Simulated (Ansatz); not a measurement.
## Two structures, one formula

The two ends of one reaction step of SiH₃BrF₂, closed shell (PBE0-D4/def2-TZVP).

A:

```xyz
7
angstrom
Si -0.4520 0.7471 0.4596
Br 1.8095 -2.0652 -0.6446
F -0.8956 0.0704 -0.9126
F -1.5005 1.8956 0.7725
H -0.5331 -0.2638 1.5279
H 0.6985 -1.7464 -1.4739
H 0.8730 1.3624 0.2713
```

B:

Si1  (-0.716, -0.394, 0.700)
Br2  (0.663, -2.048, 0.348)
F3  (-1.431, -0.017, -0.655)
F4  (0.100, 0.869, 1.178)
H5  (-1.724, -0.736, 1.708)
H6  (1.493, 0.946, -1.937)
H7  (1.615, 1.381, -1.343)
(Å)

Computed with Ansatz 0.2.0 (basis: def2-TZVPP); correlated methods freeze the cores. Filled d shells of the heavier atoms are correlated. The def2 sets are not built for correlating such inner shells, so the correlated values are less sure here. B3LYP uses VWN-RPA correlation.

Task: Which structure is lower at CCSD(T), and by how much? (Judge from chemistry; the value comes from the calculation.)

Result: The calculation gives: B, by 15.45 kcal/mol (electronic energy, against the other). By their contacts, A is a complex of SiH₂F₂ ([F][SiH2][F]) + HBr and B is a complex of SiHBrF₂ ([F][SiH]([F])[Br]) + H₂.

All methods give the same order:

```csv
method,E(B) − E(A) (kcal/mol)
SPW92,-15.91
PBE-D4,-17.29
BLYP-D4,-16.26
r2SCAN-D4,-18.25
B97M-V,-16.85
PBE0-D4,-16.95
B3LYP-D4,-15.95
r2SCAN0-D4,-17.72
BHLYP-D4,-15.59
CAM-B3LYP-D4,-14.96
wB97X-V,-16.16
wB97M-V,-16.85
B2PLYP,-15.94
PBE-QIDH,-17.05
RPA on PBE,-14.10
HF,-13.89
MP2,-17.45
CCSD,-14.73
CCSD(T),-15.45
```

The T1 diagnostic stays at or below 0.010.

Labels in which every atom is bracketed show which atoms are joined, not bond orders.

For scale, one of the runs: CCSD(T)/def2-TZVPP, 194 basis functions, launched by `ansatz run in.yaml --threads 4 --pin off --events-out ev --progress --plain --max-ram 9574MiB`. Time: 93 s of wall clock on 4 CPU threads of an Arm Neoverse V1; the host was shared. Peak host memory: 2.3 GiB.
